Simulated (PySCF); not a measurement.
# Relaxation of quintet OsCl₃⁺

Computed with PySCF, UPBE0, basis Os def2-SVP with ECP60, Cl def2-SVP (scalar-relativistic core potentials, no spin–orbit coupling, density fitting). A (50,194) grid was used.

A start at or just off a symmetric point, pushed along the force that breaks its symmetry, of C2v symmetry, free to break it:

```xyz
4
charge 1 multiplicity 5, angstrom
Os    0.0159    0.0000    0.0000
Cl    2.2087    0.0001    0.0000
Cl   -1.1482    1.8745    0.0000
Cl   -1.1480   -1.8747    0.0000
```

Q: What does it relax to?

A: It ends at C2v with Os–Cl 2.193 Å (×2), Os–Cl 2.205 Å; Cl–Os–Cl 97.3°, Cl–Os–Cl 131.3° (×2) (after a last refinement on a finer grid). A frequency run shows 1 imaginary mode, down to 26i cm⁻¹, so it is at most a very flat saddle point. Other isomers or separated fragments may lie lower.

Q: How much energy is released, and in how many steps?

A: 21.6 kJ/mol in 4 steps.

Other spin states or occupations of the open shell can lie lower. At this level a triplet minimum of D3h symmetry lies 21 kJ/mol below this structure. No spin–orbit coupling is included, which matters more the heavier the element.
